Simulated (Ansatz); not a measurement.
Calculated with Ansatz (gas phase, PBE0-D4/def2-TZVP geometries, no zero-point term in ΔE). CCSD(T)/CBS is the MP2 limit (def2-TZVPP, def2-QZVPP) plus CCSD(T) − MP2 in def2-TZVPP, frozen cores. Functionals use def2-TZVPP. B3LYP here is the variant with VWN-RPA as its local correlation; programs differ in this. HSE06 is defined as in plane-wave codes. For Ga outer-core shells are correlated without core-valence functions, which leaves a few kJ/mol of doubt a bond. Scalar relativity is left out up to krypton. Each species was taken in one conformer, which may not be the lowest.

Consider the substitution at a C–N bond: `CC[NH][GaH2]` + `[OH][Ga]([F])[Cl]` → `CC[O][Ga]([F])[Cl]` + `[NH2][GaH2]`.

```tsv
level	ΔE (kcal/mol)	difference from CCSD(T)/CBS
LDA (SPW92)	3.7	0.4
PBE-D4	3.4	0.1
revPBE-D4	4.0	0.7
BLYP-D4	2.5	-0.8
r2SCAN-D4	2.6	-0.7
B97M-V	2.3	-1.0
PBE0-D4	3.5	0.2
r2SCANh-D4	2.7	-0.6
r2SCAN0-D4	2.9	-0.4
HSE06-D4	3.5	0.2
BHLYP-D4	2.1	-1.2
CAM-B3LYP-D4	2.2	-1.1
ωB97M-V	2.6	-0.7
B2PLYP	3.0	-0.3
PBE	3.4	0.1
revPBE	3.5	0.2
BLYP	2.5	-0.8
r2SCAN	2.6	-0.7
PBE0	3.5	0.2
B3LYP	2.5	-0.8
r2SCANh	2.7	-0.6
HSE06	3.5	0.2
BHLYP	2.3	-1.0
CAM-B3LYP	2.2	-1.1
LC-ωPBE	2.9	-0.4
RPA@PBE/def2-TZVPP	3.1	-0.2
HF/def2-SVP	1.1	-2.2
MP2/def2-SVP	3.9	0.6
CCSD/def2-SVP	3.0	-0.3
CCSD(T)/def2-SVP	3.1	-0.2
MP2/def2-TZVPP	4.3	1.0
SCS-MP2/def2-TZVPP	3.6	0.3
CCSD/def2-TZVPP	3.2	-0.1
CCSD(T)/def2-TZVPP	3.4	0.1
HF/def2-QZVPP	1.5	-1.8
MP2/def2-QZVPP	4.2	0.9
SCS-MP2/def2-QZVPP	3.6	0.3
HF/CBS(def2)	1.5	-1.8
MP2/CBS(def2)	4.2	0.9
CCSD/CBS(def2)	3.2	-0.1
CCSD(T)/CBS	3.3	0
```

Largest T1 diagnostic among the species: 0.014.

In def2-TZVPP, CCSD(T) changes the Hartree–Fock value by +1.9 kcal/mol (the triples alone add +0.2 kcal/mol) and MP2 by +2.8 kcal/mol. Leaving LDA and LC-ωPBE aside and taking each functional with its dispersion term where it has one, the values spread over 1.9 kcal/mol, from BHLYP-D4 to revPBE-D4.
